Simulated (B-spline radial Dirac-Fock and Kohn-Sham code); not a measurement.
**Subshell photoionisation cross sections of As⁶⁺ against photon energy**

System: As⁶⁺, configuration [Ar] 3d9.

Input file task.json (cfg lists n, l and occupation; rrms is the nuclear radius in fm):

```json
{"items": [{
  "Z": 33,
  "q": 6,
  "cfg": [[1, 0, 2], [2, 0, 2], [2, 1, 6], [3, 0, 2], [3, 1, 6], [3, 2, 9]],
  "A": 75,
  "rrms": 4.0968,
  "do": ["binding", "quiet", "photo", "scan"],
  "hv": [47.5, 54.1, 66.1, 82.7, 87.7, 102.0, 365.0, 516.0, 536.0, 606.0, 661.0, 1180.0, 1200.0, 1450.0, 1460.0, 4510.0, 5450.0, 13900.0, 19800.0, 27400.0, 28000.0, 78600.0, 78900.0, 146000.0]
}]}
```

Command: `python xray_run.py task.json out`

These are calculated numbers from a B-spline atomic structure program; the model is a relativistic central-field model (Hartree-Slater potential of the initial state, Latter tail, multipole expansion of the photon field, Dirac-Fock thresholds). Values are in kb; a dash marks an energy below the computed threshold.

```csv
hν (eV),1s,2s,2p1/2,2p3/2,3s
365,–,–,–,–,172
516,–,–,–,–,108
536,–,–,–,–,103
606,–,–,–,–,85.6
661,–,–,–,–,75.1
1180,–,–,–,–,28.8
1200,–,–,–,–,27.9
1450,–,–,–,398,20.0
1460,–,–,–,392,19.7
4510,–,12.9,8.96,16.6,2.09
5450,–,8.67,5.04,9.29,1.38
13900,13.0,0.989,0.245,0.433,0.155
19800,5.08,0.403,0.0732,0.127,0.0634
27400,2.08,0.171,0.0236,0.0402,0.0269
28000,1.95,0.161,0.0218,0.0372,0.0254
78600,0.0969,0.00884,0.000542,0.000847,0.00140
78900,0.0958,0.00874,0.000535,0.000835,0.00139
146000,0.0150,0.00142,5.98e-05,8.74e-05,0.000227
```

At 146000 eV the multipoles beyond E1 give 34.6 % of 1s, 35.1 % of 2s, 50.1 % of 2p1/2, 47.5 % of 2p3/2, 35.2 % of 3s.

Run: 2.8 s of CPU time on 1 thread of Intel(R) Xeon(R) Platinum 8375C CPU @ 2.90GHz (shared host), peak memory 0.31 GiB.
